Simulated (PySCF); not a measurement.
**PBE0 on Xe (xenon, neutral)**

Configuration: [Xe], closed-shell 1S. All numbers are calculated (PySCF 2.14, the non-relativistic Hamiltonian (point nucleus), in dyall-av2z (22s16p12d, 130 functions)).

```
Total energy                                     : -7234.42 hartree
One-electron energy                              : -9934.33 hartree
Hartree (Coulomb) energy                         : 2881.27 hartree
Exchange-correlation energy                      : -181.37 hartree
Kinetic energy                                   : 7231.85871 hartree
⟨S²⟩                                             : 0.0000
⟨L²⟩                                             : 0.000
Sum of ⟨r⟩                                       : 38.98 bohr
Sum of ⟨r²⟩                                      : 62.27 bohr²
Density at the nucleus (Gaussians lack the cusp) : 111000 bohr⁻³
Langevin diamagnetic susceptibility              : -49.3 ×10⁻⁶ cm³/mol
```

| shell | electrons | mean orbital energy (eV) | rms radius, mean of both spins (bohr) |
| --- | --- | --- | --- |
| 1s | 2 | -33022.5 | 0.0325 |
| 2s | 2 | -5032.7 | 0.131 |
| 2p | 6 | -4733.3 | 0.114 |
| 3s | 2 | -1038.1 | 0.342 |
| 3p | 6 | -910.97 | 0.334 |
| 3d | 10 | -675.38 | 0.305 |
| 4s | 2 | -190.48 | 0.792 |
| 4p | 6 | -144.74 | 0.829 |
| 4d | 10 | -65.840 | 0.940 |
| 5s | 2 | -20.317 | 2.08 |
| 5p | 6 | -9.615 | 2.50 |

A non-relativistic calculation at this Z misses sizeable relativistic shifts.
